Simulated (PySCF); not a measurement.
B(F)2(NH2) (BF₂H₂N), SMILES FB(F)N. Atoms are numbered in the order given.

```xyz
6

B      0.0000     0.0000     0.0380
F      0.0000     1.1398     0.7291
F      0.0000    -1.1398     0.7291
N      0.0000     0.0000    -1.3585
H      0.0000    -0.8532    -1.9018
H      0.0000     0.8532    -1.9018
```
Charge 0, spin multiplicity 1.

The structure is a stationary point at B3LYP-D3(BJ)/def2-SVP. One conformer was computed; it need not be the lowest.

Method: PBE0/pcJ-1 (PySCF).

Isotropic couplings with Fermi-contact, spin-dipole and both spin-orbit terms, one fixed conformer, no vibrational averaging. Isotopes: 11B, 14N, 19F, 1H.

**Question.** Estimate the spin–spin coupling constants. (The exact figures need the calculation; the answer reports its results.)

**Answer.** 
```tsv
pair	bonds apart	J (Hz)
B1–F2	1	-76.6
B1–F3	1	-76.6
B1–N4	1	36.3
N4–H5	1	61.0
N4–H6	1	61.0
B1–H5	2	2.7
B1–H6	2	2.7
F2–F3	2	-118.7
F2–N4	2	10.0
F3–N4	2	10.0
H5–H6	2	-3.3
F2–H5	3	18.5
F2–H6	3	-6.2
F3–H5	3	-6.2
F3–H6	3	18.5
```
